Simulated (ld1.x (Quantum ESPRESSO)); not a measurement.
**Plane-wave convergence, TM potential for titanium**

| Property | Result |
| --- | --- |
| Element | Ti (Z = 22) |
| Generator | ld1.x (Quantum ESPRESSO) 7.5 |
| Type | norm-conserving Troullier–Martins (Kleinman–Bylander form) |
| Functional | PBE |
| Relativity | fully relativistic |
| Frozen core | [Ar] |
| Valence charge | 4 |
| Reference configuration | 3d2 4s2 4p0 |
| Partial waves | 4s (bound): rc 2.30 bohr; 3d (bound): rc 1.90 bohr; 4p (bound, empty): rc 2.70 bohr |
| Local potential | the p channel |
| Core correction | a·sin(br)/r model core, default radius (core density twice the valence density) |

Open shells are filled in proportion to 2j + 1 (rel_dist='average').

The pseudo-atom Hamiltonian at the reference potential is diagonalised in spherical Bessel functions j_l(qr) that vanish at 20 bohr, with q² up to the cutoff. All-electron valence levels (Ry): 4s -0.3283, 3d3/2 -0.3151, 3d5/2 -0.3117, 4p1/2 -0.1091, 4p3/2 -0.1071.

Q: How do the lowest levels (Ry) of each channel move with the cutoff, and are there ghosts?

A:

| cutoff (Ry) | s #1 | s #2 | d3/2 #1 | d5/2 #1 | p1/2 #1 | p1/2 #2 | p3/2 #1 | p3/2 #2 | f #1 | Σ f·Δε (mRy) |
| --- | --- | --- | --- | --- | --- | --- | --- | --- | --- | --- |
| 8 | -4.5498 | -0.3248 | 0.0428 | 0.0428 | -0.1064 | 0.0437 | -0.1064 | 0.0437 | 0.1040 | 718.8 |
| 12 | -4.6595 | -0.3271 | 0.0422 | 0.0422 | -0.1073 | 0.0435 | -0.1073 | 0.0435 | 0.1040 | 712.9 |
| 15 | -4.8419 | -0.3277 | 0.0416 | 0.0415 | -0.1076 | 0.0434 | -0.1076 | 0.0434 | 0.1040 | 710.4 |
| 21 | -5.0207 | -0.3279 | 0.0360 | 0.0359 | -0.1077 | 0.0434 | -0.1077 | 0.0434 | 0.1040 | 698.9 |
| 25 | -5.0288 | -0.3280 | 0.0254 | 0.0252 | -0.1077 | 0.0434 | -0.1077 | 0.0434 | 0.1040 | 677.3 |
| 35 | -5.1109 | -0.3282 | -0.1706 | -0.1692 | -0.1077 | 0.0434 | -0.1077 | 0.0434 | 0.1040 | 286.8 |
| 45 | -5.1193 | -0.3282 | -0.2833 | -0.2804 | -0.1077 | 0.0434 | -0.1077 | 0.0434 | 0.1040 | 63.1 |
| 50 | -5.1306 | -0.3283 | -0.3056 | -0.3024 | -0.1077 | 0.0434 | -0.1077 | 0.0434 | 0.1040 | 18.8 |
| 60 | -5.1327 | -0.3283 | -0.3139 | -0.3105 | -0.1077 | 0.0434 | -0.1077 | 0.0434 | 0.1040 | 2.5 |
| 70 | -5.1358 | -0.3283 | -0.3150 | -0.3116 | -0.1077 | 0.0434 | -0.1077 | 0.0434 | 0.1040 | 0.3 |
| 90 | -5.1372 | -0.3283 | -0.3150 | -0.3116 | -0.1077 | 0.0434 | -0.1077 | 0.0434 | 0.1040 | 0.2 |
| 400 | -5.1381 | -0.3283 | -0.3151 | -0.3117 | -0.1077 | 0.0434 | -0.1077 | 0.0434 | 0.1040 | 0.0 |

Result: ghost state, extra bound levels that the all-electron valence spectrum of the same l lacks: s at -69.9 eV (a true bound ghost makes a file unfit for plane-wave use); 10 mRy is reached at 55 Ry and 1 mRy at 70 Ry.

1 of 7 tests not solved or not reliable.
